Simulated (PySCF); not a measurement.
## Worked example: dipole moment from atomic charges

Ti(I)2(NH2)2 (H4I2N2Ti), SMILES [NH2][Ti]([I])([NH2])[I], multiplicity 1. Atoms are numbered in the order given.

```xyz
9

Ti     0.0025    -0.8997     0.0000
I     -0.0064     0.5394    -2.1690
I     -0.0064     0.5394     2.1690
N     -1.4372    -2.0484     0.0000
H     -1.9316    -2.3450    -0.8418
H     -1.9316    -2.3450     0.8418
N      1.5075    -1.9702     0.0000
H      2.4478    -1.5714     0.0000
H      1.5453    -2.9872     0.0000
```

Coordinates come from a B3LYP-D3(BJ)/def2-SVP optimisation. The multiplicity is an assumed one; other spin states were not compared. The def2 effective core potentials stand for the cores of I; spin–orbit coupling is left out. The values are those of a single conformer.

Charges (e) from PBE/def2-TZVP in PySCF:

```tsv
atom	ESP fit	Mulliken
Ti1	0.472	0.966
I2	-0.167	-0.283
I3	-0.167	-0.283
N4	-0.793	-0.701
H5	0.361	0.248
H6	0.361	0.248
N7	-0.763	-0.684
H8	0.337	0.241
H9	0.359	0.247
```

The dipole moment of the full density is 3.57 D.

**Question.** What dipole moment does each set of point charges give, and which comes closer to that of the density?

**Answer.** 
μ = Σ q r, and 1 e Å = 4.8032 D.
ESP fit: Σ q r = (-0.022, -0.772, 0.000) e Å, |μ| = 3.71 D.
Mulliken: Σ q r = (-0.004, -0.671, 0.000) e Å, |μ| = 3.22 D.
ESP fit comes closer in size. Point charges leave out the atoms' own dipoles (lone pairs, polarised bonds); fits to the potential absorb them, partitions of the density don't.
